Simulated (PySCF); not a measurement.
Be(OSiH3)2 (BeH6O2Si2), SMILES [O]([SiH3])[Be][O][SiH3].

Geometry: B3LYP-D3(BJ)/def2-SVP. The structure was generated by enumeration; whether it is a known compound was not checked. The values are those of a single conformer.

Level of theory: PySCF 2.14.0 with B3LYP-D3(BJ)/def2-SVP.

Frequencies are harmonic and unscaled.

A small imaginary wavenumber (i) marks a very flat motion, where grid noise or a shallow saddle decides the sign.

Computed normal modes with their intensities:
```
mode  ν (cm⁻¹)  IR (km/mol)  moving atoms (share of kinetic energy)
----  --------  -----------  --------------------------------------
1          19i          0.0                                 H 100 %
2           35          0.2        O 41 %, Si 28 %, H 17 %, Be 14 %
3           35          0.2        O 41 %, Si 28 %, H 17 %, Be 14 %
4           93          0.0                          O 84 %, H 12 %
5           93          0.0                          O 84 %, H 12 %
6          374          0.0                  Si 77 %, O 13 %, H 9 %
7          439         79.9                         Be 77 %, O 20 %
8          439         79.9                         Be 77 %, O 20 %
9          742          0.4                          H 84 %, Si 9 %
10         742          0.5                          H 84 %, Si 9 %
11         745        142.5                          H 83 %, Si 9 %
12         745        142.6                          H 83 %, Si 9 %
13         847        183.8                O 41 %, Si 34 %, Be 20 %
14         961          0.2                                  H 96 %
15         961          0.2                                  H 96 %
16         962        181.9                                  H 96 %
17         962        181.8                                  H 96 %
18         995        961.0                         H 89 %, Si 10 %
19        1019          0.0                          H 91 %, Si 8 %
20        1159          0.0                         O 86 %, Si 13 %
21        1672       1449.7                         Be 71 %, O 28 %
22        2217          0.6                                  H 96 %
23        2217          0.0                                  H 96 %
24        2218        341.4                                  H 96 %
25        2218        340.7                                  H 96 %
26        2224        141.4                                  H 99 %
27        2226          0.0                                  H 99 %
```
